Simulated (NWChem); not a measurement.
Lowest excitation of thiourea (CH4N2S)

```xyz
8

N     -1.0965    -0.3516    -1.0488
C      0.0000     0.0000    -0.3153
N      1.0965     0.3516    -1.0488
S      0.0000     0.0000     1.3534
H     -1.1896    -0.0546    -2.0147
H     -1.9524    -0.4855    -0.5252
H      1.1896     0.0546    -2.0147
H      1.9524     0.4855    -0.5252
```
Charge 0, spin multiplicity 1.

Program: NWChem. Structure: optimised with B3LYP/def2-SVP, a minimum by its harmonic frequencies. It is one conformer; others weren't searched.

Basis set: 6-31+G*.

```json
[
 {"method": "TD-LDA (SVWN5)", "lowest vertical singlet excitation energy (eV)": "3.80", "relative cost": "1", "difference from EOM-CCSD": "-0.43"},
 {"method": "CIS", "lowest vertical singlet excitation energy (eV)": "5.23", "relative cost": "under 3", "difference from EOM-CCSD": "+1.00"},
 {"method": "EOM-CCSD", "lowest vertical singlet excitation energy (eV)": "4.23", "relative cost": "under 3", "difference from EOM-CCSD": "0.00"},
 {"method": "TD-PBE", "lowest vertical singlet excitation energy (eV)": "3.83", "relative cost": "under 3", "difference from EOM-CCSD": "-0.40"},
 {"method": "TD-B3LYP", "lowest vertical singlet excitation energy (eV)": "4.01", "relative cost": "under 3", "difference from EOM-CCSD": "-0.23"}
]
```

The values span 1.44 eV, from TD-LDA (SVWN5) (lowest) to CIS (highest). Relative cost: rough, from shared machines, SCF included, TD-LDA (SVWN5) = 1.

The correlated methods keep 8 core orbitals frozen. B3LYP has NWChem's definition, with VWN1-RPA local correlation. The Pople sets run with spherical d functions. Differences from the coupled-cluster row are differences between methods, not errors against experiment.
